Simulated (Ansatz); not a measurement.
Geometry optimisation, RKS BLYP/6-31G* (Ansatz 0.2.0).

Input:

```yaml
crystal:
  periodic: [false, false, false]
  atoms:
    - { symbol: Si, position_ang: [0.025293, -0.063091, 0.071114] }
    - { symbol: Si, position_ang: [-0.138507, 0.103381, 2.322441] }
    - { symbol: H, position_ang: [-1.586913, -0.009345, 2.721622] }
    - { symbol: H, position_ang: [0.605752, -0.807666, 3.257357] }
    - { symbol: H, position_ang: [0.279552, 1.498116, 2.695282] }
    - { symbol: "N", position_ang: [1.599012, -0.043526, -0.635241] }
    - { symbol: H, position_ang: [2.351393, -0.679595, -0.377734] }
    - { symbol: H, position_ang: [1.849834, 0.684579, -1.303994] }
    - { symbol: "N", position_ang: [-0.705224, 1.41471, -0.57664] }
    - { symbol: H, position_ang: [-1.723141, 1.427295, -0.672617] }
    - { symbol: H, position_ang: [-0.387082, 2.322136, -0.224428] }
    - { symbol: "N", position_ang: [-0.943323, -1.447505, -0.466806] }
    - { symbol: H, position_ang: [-1.839556, -1.632004, -0.005605] }
    - { symbol: H, position_ang: [-1.039314, -1.562779, -1.481351] }
    - { symbol: S, position_ang: [1.6101, -2.932575, 0.918095] }
    - { symbol: H, position_ang: [0.44365, -2.713933, 0.210311] }
    - { symbol: H, position_ang: [1.125474, -2.225497, 2.004896] }
basis:
  gaussian: { orbitals: "6-31G*" }
hamiltonian:
  xc: blyp
relax:
  f_tol: 0.03
  max_steps: 50
output:
  orbitals: {}
```

Command:

```bash
$ ansatz run input.yaml --threads 4 --pin off --max-ram 5120MiB --backend cpu --events-out ev --progress --plain --runs-dir out
```

Question: Where does it end, and by what steps?

Answer: The run converged. After 18 steps the energy has fallen by 0.485 eV; H17 moved furthest, 1.74 Å.

```csv
step,energy less start (eV),largest force component (eV/Å),accepted
0,0.0000,1.496,yes
1,-0.2380,0.385,yes
2,-0.3421,0.410,yes
3,-0.3918,0.263,yes
4,-0.4163,0.414,yes
5,-0.4478,0.211,yes
6,-0.4626,0.195,yes
7,-0.4724,0.145,yes
8,-0.4771,0.129,yes
9,-0.4797,0.045,yes
10,-0.4807,0.080,yes
11,-0.4821,0.097,yes
12,-0.4828,0.076,yes
13,-0.4839,0.034,yes
14,-0.4844,0.074,yes
15,-0.4847,0.094,yes
16,-0.4850,0.080,yes
17,-0.4852,0.048,yes
18,-0.4853,0.024,yes
```

```xyz
17
Properties=species:S:1:pos:R:3
Si -0.086 0.230 0.110
Si -0.270 0.478 2.462
H -1.660 0.145 2.935
H 0.671 -0.399 3.237
H -0.001 1.895 2.872
N 1.606 0.339 -0.291
H 2.250 -0.307 0.171
H 1.848 0.429 -1.281
N -0.817 1.456 -0.912
H -1.838 1.495 -0.959
H -0.437 2.405 -0.865
N -0.852 -1.335 -0.235
H -1.671 -1.599 0.322
H -1.035 -1.553 -1.222
S 1.744 -3.637 0.331
H 0.651 -2.808 0.153
H 1.422 -3.900 1.629
```

Whether the end is a true minimum wasn't checked by a vibrational analysis.

The run took 41 s on 4 threads of Arm Neoverse V1, on a shared host, peak memory 0.2 GiB.
